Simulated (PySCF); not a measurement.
PySCF input file for C3H2BrF, SMILES FC=C=CBr, ωB97X-D3(BJ)/def2-SVP. 

```python
import numpy as np
from pyscf import gto, scf, dft
import os
os.environ['JAX_PLATFORMS'] = 'cpu'
from ase import Atoms, units
from ase.calculators.calculator import Calculator, all_changes
from sella import Sella

mol = gto.M(
    atom='''
    F    -3.12137074    0.35984123   -0.93076546
    C    -2.38019888   -0.44620717   -0.15570316
    C    -1.10991610   -0.63729432   -0.34803572
    C     0.16548320   -0.78964864   -0.49062031
    Br    1.43944528    0.29951122    0.42420094
    H    -2.96971886   -0.94155962    0.60484660
    H     0.62926145   -1.54100326   -1.10883522
    ''',
    basis='def2-SVP',
    charge=0,
    spin=0,
    max_memory=1600,
    verbose=3,
)
mf = dft.RKS(mol, xc='wb97x-d3bj').density_fit(auxbasis='def2-universal-jkfit')
mf.grids.level = 3
mf.conv_tol = 1e-9
mf.max_cycle = 100
mf.kernel()
grad = mf.nuc_grad_method()
grad.grid_response = mol.nao <= 150
scan = grad.as_scanner()
scan.verbose = scan.base.verbose = 0
class SCF(Calculator):
    implemented_properties = ['energy', 'forces']
    def calculate(self, atoms=None, properties=None, system_changes=all_changes):
        super().calculate(atoms, properties, system_changes)
        e, g = scan(mol.set_geom_(self.atoms.positions, unit='Angstrom', inplace=False))
        assert scan.converged
        self.results = {'energy': float(e) * units.Hartree, 'forces': -np.asarray(g) * units.Hartree / units.Bohr}
atoms = Atoms(mol.elements, mol.atom_coords(unit='Angstrom'), calculator=SCF())
conv = Sella(atoms, order=0, internal=True, allow_fragments=True).run(fmax=0.002, steps=150)
mol_eq = mol.set_geom_(atoms.positions, unit='Angstrom', inplace=False)
print(mol_eq.tostring(format='xyz'))
mf.reset(mol_eq)
mf.verbose = 3
mf.kernel()
```

Output:

```
converged SCF energy = -2788.92799325041
     Step          Energy         fmax         cmax       rtrust          rho
Sella   0   -75890.596218       1.0679       0.0000       0.1000       1.0000
Sella   1   -75890.618198       1.0679       0.0000       0.1000       1.0677
Sella   2   -75890.620614       0.3538       0.0000       0.1000       1.5217
Sella   3   -75890.622490       0.1523       0.0000       0.1000       1.1775
Sella   4   -75890.622899       0.1005       0.0000       0.1000       1.4886
Sella   5   -75890.623214       0.0637       0.0000       0.1000       1.2151
Sella   6   -75890.623289       0.0410       0.0000       0.1000       1.4307
Sella   7   -75890.623342       0.0284       0.0000       0.1000       1.3012
Sella   8   -75890.623359       0.0148       0.0000       0.1000       1.2568
Sella   9   -75890.623362       0.0064       0.0000       0.1000       1.2570
Sella  10   -75890.623363       0.0046       0.0000       0.1000       1.4435
Sella  11   -75890.623364       0.0028       0.0000       0.1000       1.3980
7
XYZ from PySCF
F          -3.14880302        0.34471296       -0.93796542
C          -2.39778717       -0.44964591       -0.16939104
C          -1.10740576       -0.60238352       -0.34249967
C           0.17878232       -0.78231966       -0.47370957
Br          1.45765579        0.28502670        0.41354351
H          -2.97055885       -0.96146714        0.61186464
H           0.61788500       -1.55948671       -1.10624339
converged SCF energy = -2788.9289908188
```

Self-consistency was reached.

Cost: roughly 90 core-seconds.
